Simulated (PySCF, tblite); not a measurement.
Isomers of C8H6S2, one GFN2-xTB conformer each. Single-point energies are computed at PBE0/pcSseg-1 (PySCF, gas phase, no added dispersion term), electronic only.

Task: Rank them by PBE0/pcSseg-1 energy, lowest first (kcal/mol).
A. `[cH:1]1[cH:2][s:3][c:4](-[c:5]2[cH:6][cH:7][cH:8][s:9]2)[cH:10]1` with S3–C4–C5–C6 0°
B. `[SH:1][c:2]1[cH:3][cH:4][c:5]2[cH:6][cH:7][s:8][c:9]2[cH:10]1` with H–S1–C2–C3 180°
C. `[cH:1]1[cH:2][s:3][c:4](-[c:5]2[cH:6][cH:7][s:8][cH:9]2)[cH:10]1` with S3–C4–C5–C6 0° (2,3'-bithiophene)

Result: B (0.0), A (13.5), C (14.3).

As drawn, the lowest has an S–H bond, which the highest lacks. Neighbours under 2.5 kcal/mol apart (c1csc(-c2cccs2)c1 and c1csc(-c2ccsc2)c1) can change places with a better method, another conformer or zero-point energy. GFN2-xTB itself gives, in the same order: 0.0, 13.6, 14.9. Both levels put the same isomer lowest; measured from each level's own lowest isomer, the values differ by up to 0.6 kcal/mol (c1csc(-c2ccsc2)c1: 14.9 against 14.3).

Task: Which frontier levels, dipoles and rotational constants go with these structures?

Result: 
```
           SMILES  HOMO (eV, PBE0/pcSseg-1)  LUMO (eV)  dipole (D)       A, B, C (MHz)
   Sc1ccc2ccsc2c1                     -6.11      -0.93        1.05  2554, 628.5, 504.3
c1csc(-c2cccs2)c1                     -5.99      -1.45        0.00  2692, 668.6, 535.5
c1csc(-c2ccsc2)c1                     -6.11      -1.16        0.38  3139, 577.2, 487.6
```

Task: What happens when harmonic zero-point energies from GFN2-xTB frequencies are added?

Result: 
| SMILES | ZPE (kcal/mol) | electronic (kcal/mol) | with ZPE (kcal/mol) |
| --- | --- | --- | --- |
| Sc1ccc2ccsc2c1 | 68.5 | 0.0 | 0.0 |
| c1csc(-c2cccs2)c1 | 69.6 | 13.5 | 14.6 |
| c1csc(-c2ccsc2)c1 | 69.6 | 14.3 | 15.4 |

The zero-point energies span 1.1 kcal/mol. The order is unchanged.
